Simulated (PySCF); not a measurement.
Job for PySCF: D3(BJ) and D4 dispersion corrections on FH3S (a complex), monomers drawn apart or pushed together.

```python
from pyscf import gto
from pyscf.dispersion import dftd3, dftd4

mol = gto.M(
    atom='''
    F     0.00360347   -0.14085454   -0.34291483
    H     0.12754265   -0.35383949    0.56339649
    S     0.28273681   -0.66648955    2.55052512
    H    -1.02731288   -0.46266814    2.76927615
    H     0.59151785    0.61432600    2.81463340
    ''',
    basis='def2-svp',
    charge=0, spin=0, verbose=0, max_memory=1800)
d3, d4 = {}, {}
for xc in ['hf', 'pbe', 'blyp', 'revpbe', 'tpss', 'r2scan', 'b3lyp', 'pbe0', 'bhlyp', 'camb3lyp', 'b2plyp']:
    d3[xc] = float(dftd3.DFTD3Dispersion(mol, xc=xc, version='d3bj', atm=False).get_dispersion()['energy'])
    print(f'D3(BJ) {xc:10s} {d3[xc]:14.8f} Eh')
for xc in ['hf', 'pbe', 'blyp', 'revpbe', 'tpss', 'r2scan', 'b3lyp', 'pbe0', 'bhlyp', 'camb3lyp', 'b2plyp']:
    d4[xc] = float(dftd4.DFTD4Dispersion(mol, xc={'camb3lyp': 'cam-b3lyp'}.get(xc, xc), atm=True).get_dispersion()['energy'])
    print(f'D4     {xc:10s} {d4[xc]:14.8f} Eh')
```

It printed:

```
D3(BJ) hf            -0.01681149 Eh
D3(BJ) pbe           -0.00184210 Eh
D3(BJ) blyp          -0.00390285 Eh
D3(BJ) revpbe        -0.00489185 Eh
D3(BJ) tpss          -0.00228305 Eh
D3(BJ) r2scan        -0.00047797 Eh
D3(BJ) b3lyp         -0.00316366 Eh
D3(BJ) pbe0          -0.00154223 Eh
D3(BJ) bhlyp         -0.00241104 Eh
D3(BJ) camb3lyp      -0.00132888 Eh
D3(BJ) b2plyp        -0.00141488 Eh
D4     hf            -0.00542200 Eh
D4     pbe           -0.00141706 Eh
D4     blyp          -0.00321011 Eh
D4     revpbe        -0.00492062 Eh
D4     tpss          -0.00192647 Eh
D4     r2scan        -0.00034632 Eh
D4     b3lyp         -0.00227533 Eh
D4     pbe0          -0.00118110 Eh
D4     bhlyp         -0.00157358 Eh
D4     camb3lyp      -0.00117644 Eh
D4     b2plyp        -0.00098980 Eh
```

The run finished.

Cost: around 0.03 core-seconds (rough).
